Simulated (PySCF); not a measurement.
C9H8OSi.
Cartesian coordinates in Å at the PBE0-D3(BJ)/def2-SVP level; atoms count from 1:
```xyz
19
C9H8OSi angstrom
O     -3.4352    1.4913    0.5053
C     -2.2419    1.5384    0.3301
C     -1.3797    0.3409    0.2077
C     -1.9942   -0.9187    0.3088
C     -1.2530   -2.0849    0.2049
C      0.1314   -2.0126   -0.0040
C      0.7642   -0.7803   -0.1083
C      0.0091    0.4148   -0.0024
C      0.8067    1.6525   -0.1338
C      2.1361    1.5262   -0.3337
Si     2.5600   -0.2954   -0.3826
H     -1.7256    2.5252    0.2542
H     -3.0743   -0.9390    0.4717
H     -1.7447   -3.0570    0.2857
H      0.7096   -2.9375   -0.0845
H      0.3199    2.6298   -0.0697
H      2.7812    2.4007   -0.4410
H      3.1188   -0.7619   -1.6877
H      3.4767   -0.7421    0.7098
```

Method used: TDDFT B3LYP/def2-SVPD, vertical, gas phase, core orbitals frozen in the response (PySCF).

Transition dipole moments from the ground state, in atomic units and in the frame of the coordinates above (overall signs are arbitrary), for the states with f of 0.002 or more among the lowest 10:

```tsv
state	E (hartree)	μx	μy	μz
S2	0.1460	-0.693	-0.139	0.106
S3	0.1587	0.890	0.525	-0.138
S5	0.1797	1.205	-0.768	-0.176
S6	0.1897	-0.650	-0.839	0.104
S9	0.2170	0.349	-0.285	-0.052
S10	0.2215	-0.031	0.003	-0.180
```

Q: What oscillator strength does each state have?

A: f = (2/3) ΔE |μ|² with ΔE in hartree (27.2114 eV).

| state | \|μ\|² (au) | \|μ\| (D) | f |
| --- | --- | --- | --- |
| S2 | 0.511 | 1.82 | 0.050 |
| S3 | 1.088 | 2.65 | 0.115 |
| S5 | 2.073 | 3.66 | 0.248 |
| S6 | 1.137 | 2.71 | 0.144 |
| S9 | 0.205 | 1.15 | 0.030 |
| S10 | 0.033 | 0.46 | 0.005 |

Q: What is the point group, and which symmetry does each of these states have?

A: Cs. From a totally symmetric ground state, an allowed state transforms like the component of the dipole operator along its μ. Polarised normal to the mirror plane, so A″: S10. Polarised in the mirror plane, so A′: S2, S3, S5, S6 and S9.

Q: What angle do the transition dipoles of S5 and S6 make?

A: |cos θ| = |μa·μb| / (|μa| |μb|) = 0.10, so θ ≈ 84° (taken between 0 and 90°, since the signs are arbitrary).

Q: What peak molar absorption coefficient would the strongest computed level give as a lone Gaussian band 0.4 eV wide at half height?

A: ε(max) = 2.175×10⁸ f / FWHM, with the width in cm⁻¹. S5: 2.175×10⁸ × 0.2483 / 3226 ≈ 17000 L mol⁻¹ cm⁻¹.

One conformer stands for the species.
